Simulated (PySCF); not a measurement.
GeH₅Si, SMILES [SiH3][GeH2] (connectivity only; charge and spin as stated), charge +1, multiplicity 1. Heavy atoms are numbered as in [SiH3:1][GeH2:2]. Hydrogens are named by the atom that carries them.

The structure is a stationary point at PBE0-D3(BJ)/def2-TZVP. The multiplicity is an assumed one; other spin states were not compared. The isomer is the one that the SMILES or the coordinates give; other isomers of the formula were not compared.

Calculation: PBE/def2-TZVPD run with PySCF.

Mulliken values depend strongly on the basis, most of all with diffuse functions as here. ESP charges are fitted to the potential on shells at 1.4 to 2.0 van der Waals radii. Atomic charges (e), one atom of each kind:

```csv
atom,ESP fit,Mulliken,meta-Löwdin
Si1 (SiH3),___,0.07,0.32
Ge2 (GeH2),___,0.42,0.60
H on Si1,___,0.08,0.00
H on Ge2,___,0.13,0.04
```

### Question
Some entries are withheld; supply them. (Estimate from the structure and the level; the computed values follow.)

### Answer

- Si1 (SiH3), ESP fit: 0.26
- Ge2 (GeH2), ESP fit: 0.58
- H on Si1, ESP fit: 0.03
- H on Ge2, ESP fit: 0.04
